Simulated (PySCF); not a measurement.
# Correlation energy of O (oxygen, neutral)

[He] 2s2 2p4, high-spin 3P determinant. All numbers are calculated (PySCF 2.14, the non-relativistic Hamiltonian (point nucleus), in aug-cc-pVQZ with one added diffuse shell each of s, p, d, f, g type (7s6p5d4f3g, 105 functions)). Frozen: 1s2; 6 electrons correlated.

MP2 pair energies summed by pair of shells (mhartree):

| pair | energy | share (%) |
| --- | --- | --- |
| 2s-2p | -73.88 | 46.4 |
| 2p-2p | -73.49 | 46.2 |
| 2s-2s | -11.81 | 7.4 |

Total MP2 correlation energy: -159.17 mhartree.

Same-spin part -37.99 and opposite-spin part -121.18 mhartree; SCS-MP2 scales them by 1/3 and 6/5 to -158.08 mhartree.
